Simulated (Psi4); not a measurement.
ClCs, singlet, at a GFN2-xTB geometry (such geometries of metal compounds can be far from the true shape) (core potentials on Cs), with bond 2-1 at 3.0 times its length; HF/def2-SV(P) (Psi4).

Psi4 was given this input:
```
memory 2 GB

molecule {
0 1
  Cs   -0.00000000   -0.00000000   -0.68024263
  Cl    0.00000000    0.00000000    7.96284023
}

set basis def2-sv(p)
set reference uhf
set stability_analysis follow
set scf_type pk

energy('scf')
print_variables()
```

Problem. Predict the main parts of the log of this Psi4 run.

Solution. 
```
   => Loading Basis Set <=

    Name: DEF2-SV(P)
    Role: ORBITAL
    Keyword: BASIS

    !!!  WARNING: ECP capability is in beta. Please check occupations closely.  !!!

         ---------------------------------------------------------
                                   SCF
               by Justin Turney, Rob Parrish, Andy Simmonett
                          and Daniel G. A. Smith
                              UHF Reference
         ---------------------------------------------------------

  ==> Geometry <==

    Molecular point group: c2v
    Full point group: C_inf_v

    Geometry (in Angstrom), charge = 0, multiplicity = 1:

       Center              X                  Y                   Z               Mass
    ------------   -----------------  -----------------  -----------------  -----------------
         CS           0.000000000000     0.000000000000    -1.800386854274   132.905451961000
         CL           0.000000000000     0.000000000000     6.842696005726    34.968852682000

  Running in c2v symmetry.

  Rotational constants: A = ************  B =      0.00815  C =      0.00815 [cm^-1]
  Rotational constants: A = ************  B =    244.36550  C =    244.36550 [MHz]
  Nuclear repulsion =    9.367503996428193

  Charge       = 0
  Multiplicity = 1
  Electrons    = 26
  Nalpha       = 13
  Nbeta        = 13

  ==> Algorithm <==

  SCF Algorithm Type is PK.
  DIIS enabled.
  MOM disabled.
  Fractional occupation disabled.
  Guess Type is SAD.
  Energy threshold   = 1.00e-06
  Density threshold  = 1.00e-06
  Integral threshold = 1.00e-12

  ==> Primary Basis <==

  Basis Set: DEF2-SV(P)
    Blend: DEF2-SV(P)
    Number of shells: 18
    Number of basis functions: 42
    Number of Cartesian functions: 45
    Spherical Harmonics?: true
    Max angular momentum: 2

  Core potential: DEF2-SV(P)
    Number of shells: 4
    Number of ECP primitives: 10
    Number of ECP core electrons: 46
    Max angular momentum: 3

  ==> Integral Setup <==

  Using in-core PK algorithm.
   Calculation information:
      Number of atoms:                   2
      Number of AO shells:              18
      Number of primitives:             33
      Number of atomic orbitals:        45
      Number of basis functions:        42

      Integral cutoff                 1.00e-12
      Number of threads:                 1

  Performing in-core PK
  Using 816312 doubles for integral storage.
  We computed 9140 shell quartets total.
  Whereas there are 14706 unique shell quartets.

  ==> DiskJK: Disk-Based J/K Matrices <==

    J tasked:                  Yes
    K tasked:                  Yes
    wK tasked:                  No
    Schwarz Cutoff:          1E-12

  Minimum eigenvalue in the overlap matrix is 3.0977406121E-02.
  Reciprocal condition number of the overlap matrix is 1.0635896296E-02.
    Using symmetric orthogonalization.

  ==> Pre-Iterations <==

  SCF Guess: Superposition of Atomic Densities via on-the-fly atomic UHF (no occupation information).

   -------------------------
    Irrep   Nso     Nmo
   -------------------------
     A1        21      21
     A2         3       3
     B1         9       9
     B2         9       9
   -------------------------
    Total      42      42
   -------------------------

  ==> Iterations <==

                        Total Energy        Delta E     RMS |[F,P]|

   @UHF iter SAD:  -478.30266646860929   -4.78303e+02   0.00000e+00
   @UHF iter   1:  -479.11863592495013   -8.15969e-01   1.13249e-02 ADIIS/DIIS
   @UHF iter   2:  -479.15812727229223   -3.94913e-02   3.09285e-03 ADIIS/DIIS
   @UHF iter   3:  -479.16035591154861   -2.22864e-03   1.02831e-04 ADIIS/DIIS
   @UHF iter   4:  -479.16037805857496   -2.21470e-05   3.76226e-05 DIIS
   @UHF iter   5:  -479.16038672517459   -8.66660e-06   1.74227e-05 DIIS
   @UHF iter   6:  -479.16039009964288   -3.37447e-06   5.83319e-06 DIIS
   @UHF iter   7:  -479.16039062679653   -5.27154e-07   1.96329e-06 DIIS
   @UHF iter   8:  -479.16039070212935   -7.53328e-08   4.63711e-07 DIIS
  Energy and wave function converged.

    Wavefunction stable under totally symmetric rotations.
    Lowest totally symmetric eigenvalue: 0.021384
    Lowest UHF->UHF stability eigenvalues:
      A1 0.021384        B1 0.025078        B2 0.025078        A2 0.070624

    Stability analysis over.

  ==> Post-Iterations <==

   @Spin Contamination Metric:   7.105427358E-15
   @S^2 Expected:                0.000000000E+00
   @S^2 Observed:                7.105427358E-15
   @S   Expected:                0.000000000E+00
   @S   Observed:                0.000000000E+00

    Orbital Energies [Eh]
    ---------------------

    Alpha Occupied:

       1A1  -104.440628     2A1   -10.200486     3A1    -7.674662
       1B1    -7.674571     1B2    -7.674571     4A1    -1.435985
       2B2    -0.798640     2B1    -0.798640     5A1    -0.797970
       6A1    -0.727018     3B2    -0.152978     3B1    -0.152978
       7A1    -0.151673

    Alpha Virtual:

       8A1    -0.069227     4B1    -0.026960     4B2    -0.026960
       9A1    -0.020920    10A1     0.005944     1A2     0.005944
      11A1     0.011314     5B1     0.011872     5B2     0.011872
      12A1     0.025691     2A2     0.150877    13A1     0.150877
       6B1     0.153425     6B2     0.153425    14A1     0.155459
       7B2     0.280111     7B1     0.280111    15A1     0.284692
      16A1     0.541765    17A1     0.914000    18A1     1.363178
       8B1     1.363289     8B2     1.363289    19A1     1.363654
       3A2     1.363654     9B2     1.428122     9B1     1.428122
      20A1     1.428498    21A1    19.900032

    Beta Occupied:

       1A1  -104.440628     2A1   -10.200486     3A1    -7.674662
       1B1    -7.674571     1B2    -7.674571     4A1    -1.435985
       2B2    -0.798640     2B1    -0.798640     5A1    -0.797970
       6A1    -0.727018     3B2    -0.152978     3B1    -0.152978
       7A1    -0.151673

    Beta Virtual:

       8A1    -0.069227     4B1    -0.026960     4B2    -0.026960
       9A1    -0.020920    10A1     0.005944     1A2     0.005944
      11A1     0.011314     5B1     0.011872     5B2     0.011872
      12A1     0.025691     2A2     0.150877    13A1     0.150877
       6B1     0.153425     6B2     0.153425    14A1     0.155459
       7B2     0.280111     7B1     0.280111    15A1     0.284692
      16A1     0.541765    17A1     0.914000    18A1     1.363178
       8B1     1.363289     8B2     1.363289    19A1     1.363654
       3A2     1.363654     9B2     1.428122     9B1     1.428122
      20A1     1.428498    21A1    19.900032

    Final Occupation by Irrep:
             A1    A2    B1    B2
    DOCC [     7,    0,    3,    3 ]
    SOCC [     0,    0,    0,    0 ]
    NA   [     7,    0,    3,    3 ]
    NB   [     7,    0,    3,    3 ]

  @UHF Final Energy:  -479.16039070212935

   => Energetics <=

    Nuclear Repulsion Energy =              9.3675039964281925
    One-Electron Energy =                -691.6943304053679640
    Two-Electron Energy =                 203.1664357068103186
    Total Energy =                       -479.1603907021294049

  UHF NO Occupations:
  HONO-2 :    3 B1 2.0000000
  HONO-1 :    6 A1 2.0000000
  HONO-0 :    7 A1 2.0000000
  LUNO+0 :    8 A1 0.0000000
  LUNO+1 :    9 A1 0.0000000
  LUNO+2 :    4 B1 0.0000000
  LUNO+3 :   10 A1 0.0000000

Computation Completed

Properties will be evaluated at   0.000000,   0.000000,   0.000000 [a0]

Properties computed using the SCF density matrix

 Multipole Moments:

 ------------------------------------------------------------------------------------
     Multipole            Electronic (a.u.)      Nuclear  (a.u.)        Total (a.u.)
 ------------------------------------------------------------------------------------

 L = 1.  Multiply by 2.5417464519 to convert [e a0] to [Debye]
 Dipole X            :          0.0000000            0.0000000            0.0000000
 Dipole Y            :          0.0000000            0.0000000            0.0000000
 Dipole Z            :       -205.3045607          189.2038213          -16.1007394
 Magnitude           :                                                   16.1007394

 ------------------------------------------------------------------------------------

  Variable Map:
  ----------------------------------------------------------------------------
  "CURRENT ENERGY"           =>    -479.160390702129
  "CURRENT REFERENCE ENERGY" =>    -479.160390702129
  "DD SOLVATION ENERGY"      =>       0.000000000000
  "HF KINETIC ENERGY"        =>     465.042103375161
  "HF POTENTIAL ENERGY"      =>    -944.202494077291
  "HF TOTAL ENERGY"          =>    -479.160390702129
  "HF VIRIAL RATIO"          =>       2.030359159363
  "NUCLEAR REPULSION ENERGY" =>       9.367503996428
  "ONE-ELECTRON ENERGY"      =>    -691.694330405368
  "PCM POLARIZATION ENERGY"  =>       0.000000000000
  "PE ENERGY"                =>       0.000000000000
  "SCF ITERATION ENERGY"     =>    -479.160390702129
  "SCF ITERATIONS"           =>       8.000000000000
  "SCF TOTAL ENERGY"         =>    -479.160390702129
  "TWO-ELECTRON ENERGY"      =>     203.166435706810
```
